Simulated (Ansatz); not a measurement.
Pb₂O₃, relaxed as a singlet with RKS PBE-D4/def2-SVP in Ansatz, starting from the GFN1-xTB geometry. Force threshold 0.02 eV/Å.

In the def2 sets Pb takes a core potential; there is no spin–orbit coupling. The structure holds 1 bond(s) between oxygen atoms. The restricted singlet is unstable towards broken spin symmetry in Hartree–Fock (as tested in another run); at PBE-D4/def2-SVP this wasn't settled. Another isomer (singlet) lies 1.96 eV lower at PBE0-D4/def2-TZVP; other spin states weren't run for this one.

Start:

Cartesian coordinates in Å:
```
Pb -1.116 -0.943 1.002
Pb 0.944 -0.237 -1.484
O -0.830 -1.295 -1.058
O 0.774 1.743 1.142
O 0.227 0.733 0.398
```

```tsv
step	energy (eV)	largest force component (eV/Å)	SCF passes
1	-16626.8935	1.644	21
2	-16627.0008	0.960	30
3	-16627.0238	0.563	23
4	-16627.0407	0.514	30
5 (rejected)	-16627.0229	0.386	29
6	-16627.0516	0.077	23
7	-16627.0521	0.044	23
8	-16627.0522	0.011	24
```

Force components are those of the run's own axes.

End:

```csv
atom,x (Å),y (Å),z (Å)
Pb1,-1.049,-1.055,1.010
Pb2,0.996,-0.352,-1.455
O3,-0.930,-1.243,-1.126
O4,0.767,1.796,1.148
O5,0.217,0.854,0.423
```

By distances, no bond broke or formed. The bond that changes most is Pb1–O5, from 2.23 to 2.36 Å (atoms count from 1).

No frequencies were taken in this run, so the end may be a saddle point.

It took 4.7 s on 4 threads of Arm Neoverse V2 on a shared host.
